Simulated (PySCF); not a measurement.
C₅H₈ClNO.
SMILES: `C=C(Cl)NC(=O)CC`

The closed-shell SCF was solved with PySCF and density fitting under several settings on one GFN2-xTB geometry (grid level 2 and gas phase unless stated).

```tsv
settings	basis functions	SCF cycles	E (Eh)	HOMO (eV)	LUMO (eV)	dipole (D)
PBE0/pcSseg-1	183	15	-784.9392	-6.90	-0.40	2.80
PBE0/def2-SVPD	234	14	-784.6430	-6.96	-0.54	2.75
wB97X-D/def2-SVPD, grid level 1	234	11	-785.0561	-8.79	1.27	2.77
```

Q: Estimate the rows for these settings: (1) PBE0/ANO-RCC-VDZP; (2) B97-2/pcSseg-1, level shift 0.3 Eh, fitting basis def2-qzvpp-jkfit.

A: 
```csv
settings,basis functions,SCF cycles,E (Eh),HOMO (eV),LUMO (eV),dipole (D)
PBE0/ANO-RCC-VDZP,156,15,-784.7276,-6.81,-0.31,2.79
"B97-2/pcSseg-1, level shift 0.3 Eh, fitting basis def2-qzvpp-jkfit",183,14,-785.3854,-6.66,-0.46,2.78
```

Q: Over all rows, what range does the HOMO–LUMO gap span?

A: From 6.20 eV (B97-2/pcSseg-1, level shift 0.3 Eh, fitting basis def2-qzvpp-jkfit) to 10.06 eV (wB97X-D/def2-SVPD, grid level 1). The functional of the narrowest has 21 % exact exchange, that of the widest range-separated exact exchange.

Q: And the dipole moment?

A: From 2.75 D (PBE0/def2-SVPD) to 2.80 D (PBE0/pcSseg-1); the largest is 1.02 times the smallest, and the median is 2.78 D.

Q: Compare two rows with the functional PBE0: PBE0/pcSseg-1 and PBE0/def2-SVPD. Which energy is lower, and by how much?

A: PBE0/pcSseg-1 (183 functions) lies 0.2962 Eh or 186 kcal/mol below PBE0/def2-SVPD (234 functions). The smaller set gives the lower energy; the two sets aren't nested, so the variational bound doesn't order them by size.

wB97X-D ran without the empirical dispersion term, which would shift the total energy alone. Cycle counts include a coarse-grid stage where the run had one. ANO-RCC sets were contracted for a scalar-relativistic Hamiltonian, but ran non-relativistically here.

Conformer computed: `[CH2:1]=[C:2]([Cl:3])[NH:4][C:5](=[O:6])[CH2:7][CH3:8]`: C1–C2–N4–C5 0°, C2–N4–C5–O6 0°, N4–C5–C7–C8 180°.

One conformer stands for the species.
